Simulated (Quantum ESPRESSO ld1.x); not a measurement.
Q: Zn11+, 19 electrons, occupied as [Ar] 4s1 (not the ground configuration). Calculated with ld1.x of Quantum ESPRESSO 7.5: Dirac Kohn-Sham, PBE, spin-unpolarised, spherical densities, point nucleus. Some entries of the table are withheld. Estimate them.

orbital,occ.,eigenvalue (eV),<r^2> (bohr^2),r(max) (bohr)
1s1/2,2,-9865.21,0.003408,0.03291
2s1/2,2,-1508.68,0.05978,0.1892
2p1/2,2,-1370.60,0.04677,0.1503
2p3/2,4,-1346.70,0.04825,0.1531
3s1/2,2,-426.851,0.4218,0.5555
3p1/2,2,-381.904,0.4212,0.5434
3p3/2,4,-377.604,0.4298,0.5494
3d3/2,0,-306.069,0.3869,0.4695
3d5/2,0,-305.308,0.3891,0.4711
4s1/2,1,-184.837,(1),(2)
4p1/2,0,-168.835,1.991,1.285
4p3/2,0,-167.636,2.019,1.295
5s1/2,0,-103.274,(3),2.285

A: 
(1) 4s1/2 <r^2> (bohr^2): 1.864
(2) 4s1/2 r(max) (bohr): 1.248
(3) 5s1/2 <r^2> (bohr^2): 5.540
